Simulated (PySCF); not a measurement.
B3LYP has the VWN-RPA correlation part, as in Gaussian. 

**F$_{2}$In, SMILES `[In]([F])[F]` (charge 0, multiplicity 2)**

Level of theory: B3LYP-D3(BJ)/def2-TZVP in PySCF.

```json
{
 "highest_occupied_spin_orbital": "-7.56 eV",
 "dipole_moment": "3.24 D",
 "total_energy": "-390.0219 Ha",
 "cost": "around 80 core-seconds (rough)"
}
```

```xyz
3

F     -1.6900    -0.3510     0.0000
In    -0.0044     0.6801     0.0000
F      1.6944    -0.3292     0.0000
```
Charge 0, spin multiplicity 2.
